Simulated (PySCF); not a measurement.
**Adding and removing an electron: Br2**

B3LYP; basis Br def2-TZVPPD; no relativity; PySCF 2.14. Neutral (UKS): singlet (closed shell), Re = 2.313 Å, ωe = 317 cm⁻¹, De = 2.12 eV, HOMO -7.92 eV, LUMO -4.01 eV.

Br₂⁺ (UKS): doublet (π ↑), Re = 2.221 Å, ωe = 363 cm⁻¹, De = 3.55 eV to Br⁺ + Br. The energies at the minima are -5148.36083 hartree for Br2 and -5147.97423 for Br₂⁺.

Question: Work out the adiabatic ionisation energy, without and with harmonic zero-point energies (1 hartree = 27.2114 eV, 1 eV = 8065.5 cm⁻¹), and the change of the bond length.

Answer: At B3LYP: 0.38660 hartree = 10.520 eV between the minima; the zero-point term (363.0 − 317.0)/2 cm⁻¹ = +0.003 eV makes it 10.523 eV. Re changes by -9.2 pm against the neutral. Minus the HOMO energy is 7.92 eV, -2.60 eV from the value between the minima; self-interaction puts the Kohn–Sham level too high, less so with exact exchange. The electron leaves a π orbital, and the shorter bond of the ion fits an antibonding orbital, or a change in how ionic the bond is.

Br₂⁻ (UKS): doublet (σ ↑), Re = 2.966 Å, ωe = 125 cm⁻¹, De = 1.45 eV to Br + Br⁻. The energies at the minima are -5148.36083 hartree for Br2 and -5148.46649 for Br₂⁻.

Question: Work out the adiabatic electron affinity, without and with harmonic zero-point energies (1 hartree = 27.2114 eV, 1 eV = 8065.5 cm⁻¹), and the change of the bond length.

Answer: At B3LYP: 0.10566 hartree = 2.875 eV between the minima; the zero-point term (317.0 − 125.0)/2 cm⁻¹ = +0.012 eV makes it 2.887 eV. Re changes by +65.3 pm against the neutral. The electron enters a σ orbital, and the ion is left as a loose complex of an ion and an atom.

Spin–orbit coupling is left out. States were picked by a PBE0 search and need not be the measured ground states.
